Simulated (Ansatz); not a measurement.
Geometry optimisation, RKS B3LYP-D4/def2-SVP (Ansatz).

The input (input.yaml):

```yaml
crystal:
  periodic: [false, false, false]
  atoms:
    - { symbol: Ga, position_ang: [0.311391, 0.00025, -0.082657] }
    - { symbol: O, position_ang: [0.848298, -0.136299, 1.610276] }
    - { symbol: H, position_ang: [0.213602, -0.230417, 2.334986] }
    - { symbol: H, position_ang: [1.821151, 0.092176, -0.417816] }
    - { symbol: H, position_ang: [-1.149143, -0.00711, -0.616388] }
basis:
  gaussian: { orbitals: def2-SVP }
hamiltonian:
  xc: b3lyp
  dispersion: d4
relax:
  f_tol: 0.03
  max_steps: 50
```

Launched with:

```bash
$ ansatz run input.yaml --threads 1 --pin off --max-ram 2048MiB --backend cpu --events-out ev --progress --plain --runs-dir out
```

**Question.** Where does it end, and by what steps?

**Answer.** The run converged. After 5 steps the energy has fallen by 0.415 eV; H4 moved furthest, 0.40 Å.

```tsv
step	energy less start (eV)	largest force component (eV/Å)	accepted
0	0.0000	1.250	yes
1	-0.2984	0.589	yes
2	-0.3926	0.344	yes
3	-0.4059	0.402	yes
4	-0.4140	0.083	yes
5	-0.4153	0.014	yes
```

```xyz
5
Properties=species:S:1:pos:R:3
Ga 0.481 -0.002 0.017
O 0.784 -0.156 1.779
H -0.008 -0.238 2.326
H 1.796 0.128 -0.813
H -1.008 -0.015 -0.481
```

Whether the end is a true minimum wasn't checked by a vibrational analysis.

Time of the run: 10 s on 1 thread of Arm Neoverse V1 (shared host), peak memory 0.11 GiB.
